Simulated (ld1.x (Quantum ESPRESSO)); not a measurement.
# Co: variants of one PAW potential

Base potential:

Co, PAW, made with ld1.x (Quantum ESPRESSO) 7.5 (LDA (PZ), non-relativistic). Core [Ne] 3s2, reference 3p6 3d7 4s2 4p0. Waves: 4s (bound): rcut 1.70, rcutus 2.15 bohr; 4s channel at 1 Ry: rcut 1.70, rcutus 2.15 bohr; 3p (bound): rcut 1.15, rcutus 1.35 bohr; 4p (bound, empty): rcut 1.15, rcutus 1.35 bohr; 3d (bound): rcut 1.45, rcutus 1.60 bohr; 3d channel at -0.1 Ry: rcut 1.45, rcutus 1.60 bohr. Local part: all-electron potential smoothed inside 1.00 bohr (lloc = -1). Core correction: Bessel-smoothed model core, default radius (core density twice the valence density). Augmentation charge: BESSEL, radius 1.15 bohr.

All-electron outer shells of the reference configuration (LDA (PZ), non-relativistic, ld1.x):

```tsv
shell	level (eV)	outermost node (bohr)	outermost maximum (bohr)
3s	-99.36	0.32	0.67
3p	-64.98	0.29	0.68
3d	-8.77	–	0.66
4s	-5.57	0.97	2.32
4p	-1.42	1.06	3.21
```

Cutoffs, loose and tight: the cutoffs (Ry, on a coarse ladder) from which the occupation-weighted sum of valence levels, in a spherical-Bessel basis at the reference potential, stays within 10 and 1 mRy of its value at 400 Ry. They do not see the model core or the augmentation charge, which bear on the density cutoff. Test errors are all-electron minus pseudo excitation energies from the reference, over the configurations 3p6 3d7 4s1 4p0; 3p6 3d7 4s0 4p0; 3p6 3d6 4s0 4p0; 3p6 3d8 4s1 4p0; 3p6 3d5 4s0 4p0; 3p5 3d7 4s2 4p0; 3p6 3d8 4s0 4p0 (two spin-polarised tests are not counted in the largest error). A dash means not determined; rows that change the core or the reference have their own tests. The largest error is taken over the tests solved by every variant that gives reliable tests at all: 3p6 3d7 4s0 4p0; 3p6 3d7 4s1 4p0; 3p6 3d8 4s1 4p0.

A true bound ghost makes a file unfit for plane-wave use even where its test errors are small: the radial tests pick states by their node count and pass the ghost by.

Cutoffs are not given where the Bessel-basis levels miss the radial ones by over 6 mRy, ghosts where they miss by over 20 mRy; a channel whose overlap is not positive is not tested.

The default core radius of the base comes out at 0.37 bohr.

A file whose overlap is not positive is unfit for use, and its test errors describe a broken file.

```tsv
change	outcome	cutoff, loose	cutoff, tight	bound ghosts	largest test error (meV)
base	generated, overlap not positive	–	–	s (p not tested, overlap not positive)	+38
core correction Bessel-smoothed model core inside 1.42 bohr	generated, overlap not positive	–	–	s (p not tested, overlap not positive)	+37
waves 3p (bound): rcut 0.86, rcutus 0.92 bohr; 4p (bound): rcut 0.86, rcutus 0.92 bohr	generated	100 Ry	180 Ry	s	+30
waves 3d (bound): rcut 1.36, rcutus 1.44 bohr; 3d channel at -0.1 Ry: rcut 1.36, rcutus 1.44 bohr	generated, overlap not positive	–	–	s (p not tested, overlap not positive)	+35
augmentation PSQ, inside the norm-conserving radii	generated, overlap not positive	–	–	s (p not tested, overlap not positive)	+57
scalar-relativistic	generated, overlap not positive	–	–	s (p not tested, overlap not positive)	+55
wave 3d channel at -0.1 Ry: rcut 1.45, rcutus 1.60 bohr becomes 3d channel at 0.21 Ry: rcut 1.45, rcutus 1.60 bohr	generated, overlap not positive	–	–	s (p not tested, overlap not positive)	+40
local potential all-electron potential smoothed inside 1.10 bohr (lloc = -1)	generated, overlap not positive	–	–	s (p not tested, overlap not positive)	-173
```

Problem. What comes out with this change to the base: waves 4s (bound): rcut 1.70, rcutus 2.24 bohr; 4s channel at 1 Ry: rcut 1.70, rcutus 2.24 bohr?

Solution. outcome: generated, overlap not positive; bound ghosts: s (p not tested, overlap not positive); largest test error (meV): +78. A file whose overlap is not positive is unfit for use, and its test errors describe a broken file.

Problem. What comes out with this change to the base: local potential all-electron potential smoothed inside 2.10 bohr (lloc = -1)?

Solution. outcome: generated; cutoff, loose: 55 Ry; cutoff, tight: 90 Ry; bound ghosts: none; largest test error (meV): -8.1.

Problem. What comes out with this change to the base: core [Ne], valence charge 17; reference 3s2 3p6 3d7 4s0 4p0; waves now 3s (bound): rcut 1.05, rcutus 1.10 bohr; 4s (bound): rcut 1.05, rcutus 1.10 bohr; 3p (bound): rcut 1.20, rcutus 1.40 bohr; 4p (bound): rcut 1.20, rcutus 1.40 bohr; 3d (bound): rcut 0.65, rcutus 0.90 bohr; 3d channel at -0.1 Ry: rcut 0.65, rcutus 0.90 bohr; local potential all-electron potential smoothed inside 1.00 bohr (lloc = -2); core correction Bessel-smoothed model core inside 0.85 bohr; augmentation BESSEL, radius 0.60 bohr?

Solution. outcome: generated; cutoff, loose: 160 Ry; cutoff, tight: 230 Ry; bound ghosts: none; largest test error (meV): +7.6.
